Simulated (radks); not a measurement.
The numbers below are computed, except where a source is named.
Problem. These are the eigenvalues of the occupied orbitals of an atom or ion with whole-number occupations (hartree). Code: a radial shooting solver on a logarithmic mesh with Libxc functionals. Model: Dirac Kohn-Sham, BLYP, spin-unpolarised, spherical densities, finite nucleus; Fermi nuclear charge, rms radius of each element as measured or else 0.836 A^(1/3) + 0.57 fm.

orbital  eigenvalue
1s1/2     -822.9883
2s1/2     -132.5736
2p1/2     -123.8608
2p3/2     -119.0299
3s1/2     -36.00882
3p1/2     -32.63366
3p3/2     -31.76825
3d3/2     -25.86063
3d5/2     -25.68623

Which element is it, and in what charge state? The configuration may be excited. Open shells, if any, fill j = l - 1/2 first.

Solution. Z = 44, ruthenium, charge +17: Ru17+ in [Ar] 3d9. The list shows which subshells hold electrons but not how many an open one holds; the 1s level, -822.99 hartree, gives Z - s = 40.6 by -(Z - s)^2/2, which with screening and relativity narrows Z to a few neighbours, and the depths of the outer levels then fix element, charge and occupations together.
